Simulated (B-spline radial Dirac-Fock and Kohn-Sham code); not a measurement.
**Auger parameter of tin: the M5 level and its strongest M5-NN line**

Calculated with a radial finite-basis atomic code, using Dirac-Fock ΔSCF + Breit + QED. The modified Auger parameter α′ is the binding energy plus the kinetic energy of the Auger electron; it does not depend on the energy zero. For free ions it tends to fall with charge, since less charge screens the final holes.

| species | configuration | binding 3d5/2 (eV) | Auger line | kinetic (eV) | α′ (eV) |
| --- | --- | --- | --- | --- | --- |
| Sn | [Kr] 4d10 5s2 5p2 | 493.2 | N4N5 J=4 | 413.0 | 906.2 |
| Sn⁺ | [Kr] 4d10 5s2 5p1 | 502.1 | N4N5 J=4 | 403.0 | 905.0 |
| Sn²⁺ | [Kr] 4d10 5s2 | 512.3 | N4N5 J=4 | 392.0 | 904.4 |
| Sn²⁺ (Watson 3 Å) | [Kr] 4d10 5s2 | 502.7 | N4N5 J=4 | 401.6 | 904.4 |
| Sn³⁺ | [Kr] 4d10 5s1 | 524.9 | N4N5 J=4 | 379.4 | 904.3 |
| Sn³⁺ (Watson 1.8 Å) | [Kr] 4d10 5s1 | 501.0 | N4N5 J=4 | 403.3 | 904.4 |
| Sn³⁺ (Watson 3 Å) | [Kr] 4d10 5s1 | 510.5 | N4N5 J=4 | 393.8 | 904.3 |
| Sn⁴⁺ | [Kr] 4d10 | 538.4 | N4N5 J=4 | 366.1 | 904.6 |
| Sn⁴⁺ (Watson 2.7 Å) | [Kr] 4d10 | 517.1 | N4N5 J=4 | 387.5 | 904.6 |
